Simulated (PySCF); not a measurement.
# What a mistake does to a calculation on BC2H5N

Calculated results; nothing here was measured. They come from PySCF 2.14.0, an open-source quantum chemistry program, on an isolated molecule that a program drew, which may never have been made. The molecule is BC2H5N (charge 0, doublet), drawn as the SMILES string `[CH2]CB=N`.

Each row is a Hartree-Fock (HF) and frozen-core CCSD(T) single point in the cc-pVDZ basis, meant for a local HF minimum. Run 1 is clean. Each other run has one planted mistake out of seven kinds, and not every kind appears here: one electron removed, one electron added, multiplicity raised by two, geometry at a saddle point, minimal basis STO-3G, one bond length entered in bohr, all coordinates scaled. The reference is restricted for singlets and unrestricted otherwise, and also for a bond in bohr. Adding or removing an electron swaps singlet and doublet. Electrons count all cores. HOMO and LUMO are orbital energies over both spins, the gradient is its largest component, and the lowest frequency (negative if imaginary) is given only where the gradient is small. Bond lengths are over the 8 bonds as drawn. T1 is the CCSD diagnostic: over 0.02 (restricted) or 0.045 (unrestricted) a single reference is doubtful.

Geometry of the clean run:
```xyz
9
BC2H5N, angstrom
C    -2.3973   -2.7430    1.3641
C    -1.6906   -2.4877    0.0603
B    -0.8620   -1.1643    0.0619
N    -0.2108   -0.1214    0.0670
H    -1.8505   -3.1620    2.2000
H    -3.3296   -2.2354    1.5797
H    -1.0103   -3.3119   -0.1732
H    -2.4112   -2.4341   -0.7608
H     0.3103    0.7132    0.0706
```

```
run  electrons  basis functions  <S^2>  HOMO (eV)  LUMO (eV)  gradient (hartree/bohr)  lowest frequency (cm^-1)  mean bond (Å)  longest bond (Å)      T1  HF (hartree)  CCSD(T) (hartree)                          mistake
  1         29               81  0.762      -9.76       3.66                  3.0e-05                       163         1.2042             1.561  0.0143    -157.76218         -158.31717                         no fault
  2         29               81  1.424     -10.02       2.62                  2.3e-02                         -         1.3259             2.067  0.0447    -157.64691         -158.19597  one bond length entered in bohr
  3         30               81  0.000       0.54       9.53                  3.6e-02                         -         1.2042             1.561  0.0150    -157.67686         -158.26773               one electron added
  4         28               81  0.000     -16.04      -6.38                  4.7e-02                         -         1.2042             1.561  0.0226    -157.46633         -158.01455             one electron removed
  5         29               81  0.768     -10.12       3.34                  7.8e-02                         -         1.3030             1.689  0.0174    -157.70737         -158.28418                                ?
  6         29               81  3.788      -4.04       0.99                  2.2e-01                         -         1.2042             1.561  0.0139    -157.54704         -158.06224                                ?
```

**Which mistake was planted in run 5, and what did it cost?**

The mean and the longest bond both change by the same factor, 1.082, and the gradient is no longer small. So the mistake is: all coordinates scaled. Subtracting run 1 and multiplying by 627.51 kcal/mol a hartree, the energy moved by 34.4 kcal/mol in HF and 20.7 kcal/mol in CCSD(T).

**Which mistake was planted in run 6, and what did it cost?**

Electrons, basis and geometry are unchanged, and <S^2> is 3.788, beside S(S+1) = 3.75 for a multiplicity of 4. So the mistake is: multiplicity raised by two. Subtracting run 1 and multiplying by 627.51 kcal/mol a hartree, the energy moved by 135.0 kcal/mol in HF and 160.0 kcal/mol in CCSD(T).

Cautions from the logs. Run 3: the HOMO is above zero, so the electron isn't bound and the energy depends on the basis; run 4: T1 is over the limit, so its CCSD(T) energy is less reliable.
